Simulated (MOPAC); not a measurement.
MOPAC input (AM1):

```
AM1 PRECISE GNORM=0.05 LET XYZ CHARGE=1 GEO-OK AUX(PRECISION=9) THREADS=1
F2Ga

Ga    0.00000000 1    0.00000000 1    0.00000000 1
F     0.00000000 1    0.00000000 1    1.67033866 1
F    -0.00000000 1   -0.00000000 1   -1.67033866 1
```

Output:

```
 *******************************************************************************
 **                                                                           **
 **                              MOPAC v23.2.5                                **
 **                                                                           **
 *******************************************************************************
 ** MOPAC's Digital Object Identifier: https://doi.org/10.5281/zenodo.6511958 **
 **                                                                           **
 ** Please cite the open-source release paper for use of this MOPAC version:  **
 ** J. E. Moussa and J. J. P. Stewart (2026)                                  **
 ** MOPAC: An open-source semiempirical molecular orbital program             **
 ** J. Open Source Softw., 11(119), 8025, https://doi.org/10.21105/joss.08025 **
 *******************************************************************************

                              AM1 CALCULATION RESULTS

 *******************************************************************************
 *  AM1        - The AM1 Hamiltonian to be used
 *  GEO-OK     - OVERRIDE INTERATOMIC DISTANCE AND OTHER SAFETY CHECKS
 *
 *
 *
 *                 CHARGE ON SYSTEM = +1
 *
 *
 *
 *  LET        - OVERRIDE SOME SAFETY CHECKS
 *  PRECISE    - TIGHTER CRITERIA TO BE USED
 *  XYZ        - CARTESIAN COORDINATE SYSTEM TO BE USED
 *  GNORM      - EXIT WHEN GRADIENT NORM DROPS BELOW 0.050
 *  AUX        - OUTPUT AUXILIARY INFORMATION
 *******************************************************************************
AM1 PRECISE GNORM=0.05 LET XYZ CHARGE=1 GEO-OK AUX(PRECISION=9) THREADS=1
 F2Ga

   ATOM   CHEMICAL          X               Y               Z
  NUMBER   SYMBOL      (ANGSTROMS)     (ANGSTROMS)     (ANGSTROMS)

     1      Ga          0.00000000  *   0.00000000  *   0.00000000  *
     2       F          0.00000000  *   0.00000000  *   1.67033866  *
     3       F         -0.00000000  *  -0.00000000  *  -1.67033866  *

          CARTESIAN COORDINATES

    NO.       ATOM           X           Y           Z

     1        Ga          0.0000      0.0000      0.0000
     2         F          0.0000      0.0000      1.6703
     3         F         -0.0000     -0.0000     -1.6703

  F: (AM1): M.J.S. DEWAR AND E. G. ZOEBISCH, THEOCHEM, 180, 1 (1988).
 Ga: (AM1): J. J. P. STEWART, J. MOL. MOD., 10, 155-164 (2004)

           Empirical Formula: Ga F2  =     3 atoms

      MOLECULAR POINT GROUP   :   D*h

      RHF CALCULATION, NO. OF DOUBLY OCCUPIED LEVELS = 8

          Geometry optimization using EF

          DIAGONAL MATRIX USED AS START HESSIAN

 CYCLE:     1  GRAD.:    68.625 HEAT:  168.5446
 CYCLE:     2  GRAD.:    92.002 HEAT:  169.3010
 CYCLE:     3  GRAD.:    11.609 HEAT:  165.0079
 CYCLE:     4  GRAD.:     1.496 HEAT:  164.9236
 CYCLE:     5  GRAD.:     0.017 HEAT:  164.9221

     GRADIENT =  0.01705 IS LESS THAN CUTOFF =  0.05000

 -------------------------------------------------------------------------------
 AM1 PRECISE GNORM=0.05 LET XYZ CHARGE=1 GEO-OK AUX(PRECISION=9) THREADS=1
 F2Ga

     GEOMETRY OPTIMISED USING EIGENVECTOR FOLLOWING (EF).
     SCF FIELD WAS ACHIEVED

                              AM1 CALCULATION
                                                       MOPAC v23.2.5 Linux

          FINAL HEAT OF FORMATION =        164.92207 KCAL/MOL =     690.03394 KJ/MOL

          COSMO AREA              =         79.12 SQUARE ANGSTROMS
          COSMO VOLUME            =         61.48 CUBIC ANGSTROMS

          GRADIENT NORM           =          0.01705          =       0.00984 PER ATOM
          IONIZATION POTENTIAL    =         21.167925 EV
          HOMO LUMO ENERGIES (EV) =        -21.168 -9.736
          NO. OF FILLED LEVELS    =          8
          MOLECULAR WEIGHT        =        107.7318         POINT GROUP:  D*h

          MOLECULAR DIMENSIONS (Angstroms)

            Atom       Atom       Distance
            F     3    F     2     3.19900
           Ga     1    F     2     0.00000
           Ga     1    F     3     0.00000

          SCF CALCULATIONS        =          6

   ATOM   CHEMICAL          X               Y               Z
  NUMBER   SYMBOL      (ANGSTROMS)     (ANGSTROMS)     (ANGSTROMS)

     1      Ga         -0.00000000  *   0.00000000  *  -0.00000000  *
     2       F          0.00000000  *  -0.00000000  *   1.59950068  *
     3       F          0.00000000  *  -0.00000000  *  -1.59950067  *

                             CARTESIAN COORDINATES

   1   Ga       -0.000000000     0.000000000    -0.000000002
   2    F        0.000000000    -0.000000000     1.599500678
   3    F        0.000000000    -0.000000000    -1.599500674

           Empirical Formula: Ga F2  =     3 atoms

      MOLECULAR POINT GROUP   :   D*h

                  EIGENVALUES
 -58.05142 -51.84540 -23.67342 -23.67342 -23.48835 -22.03304 -21.16792 -21.16792
  -9.73557  -9.73557  -9.61384  -5.23662

              NET ATOMIC CHARGES AND DIPOLE CONTRIBUTIONS

  ATOM NO.   TYPE          CHARGE      No. of ELECS.   s-Pop       p-Pop
    1         Ga           1.255883        1.7441     0.38511     1.35901
    2          F          -0.127942        7.1279     1.87953     5.24842
    3          F          -0.127942        7.1279     1.87953     5.24842
 DIPOLE           X         Y         Z       TOTAL
 POINT-CHG.    -0.000     0.000    -0.000     0.000
 HYBRID        -0.000     0.000    -0.000     0.000
 SUM           -0.000     0.000    -0.000     0.000

          ATOMIC ORBITAL ELECTRON POPULATIONS

     Atom    s        px        py        pz
    1 Ga   0.38511   0.51814   0.51814   0.32273
    2  F   1.87953   1.74093   1.74093   1.76656
    3  F   1.87953   1.74093   1.74093   1.76656

 **********************
 *                    *
 * JOB ENDED NORMALLY *
 *                    *
 **********************

 == MOPAC DONE ==
```

The dipole moment of an ion depends on the origin.
